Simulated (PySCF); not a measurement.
**How methods differ on the electron affinity of Tl**

Tl⁻ [Xe] 4f14 5d10 6s2 6p2 (3P) → Tl [Xe] 4f14 5d10 6s2 6p1 (2P), as a difference of total energies. Calculation: PySCF 2.14, in aug-cc-pwCVTZ-DK3; the spin-free X2C one-electron Hamiltonian (Gaussian nucleus). The calculations carry no spin-orbit coupling.

```
method  electron affinity (eV)  difference from reference (eV)
   UHF                  -0.015                          -0.335
 TPSSh                   0.349                          +0.029
 B3LYP                   0.432                          +0.112
```

Reference: 0.320 eV (measured; photodetachment measurements, as compiled on the Wikipedia data page of electron affinities).

Spin-orbit coupling is strong in these open shells (close to jj coupling). The scalar numbers leave it out and a first-order estimate fails, so it can dominate the gap to the real levels.

A negative affinity means that the anion lies above the atom at that level of theory.

In the anion the highest occupied orbital energy is positive at TPSSh, B3LYP, a self-interaction effect; the basis confines that electron, and the energy difference can still be sensible.
